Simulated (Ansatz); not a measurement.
The cluster Mg2Se2, relaxed as a singlet with RKS r2SCAN-D4/def2-SVP in Ansatz, starting from the GFN1-xTB geometry. Force threshold 0.02 eV/Å.

The structure comes from a short search, and lower isomers may exist.

Start:

```xyz
4

Mg    1.076   -0.143    0.819
Mg   -1.076    0.143   -0.820
Se    1.207    0.522   -1.495
Se   -1.206   -0.522    1.496
```

```
step   energy (eV)  largest force component (eV/Å)  SCF passes
   1  -141570.8323                           0.838          25
   2  -141570.8721                           0.266          29
   3  -141570.8824                           0.087          30
   4  -141570.8830                           0.012          31
```

Force components are those of the run's own axes.

End:

```xyz
4

Mg    1.076   -0.143    0.819
Mg   -1.076    0.143   -0.819
Se    1.245    0.538   -1.542
Se   -1.245   -0.538    1.542
```

By distances, no bond broke or formed. The bond that changes most is Mg1–Se4, from 2.41 to 2.46 Å (atoms count from 1).

No frequencies were taken in this run, so the end may be a saddle point.

Run time 12 s (4 threads of Arm Neoverse V2 on a shared host).
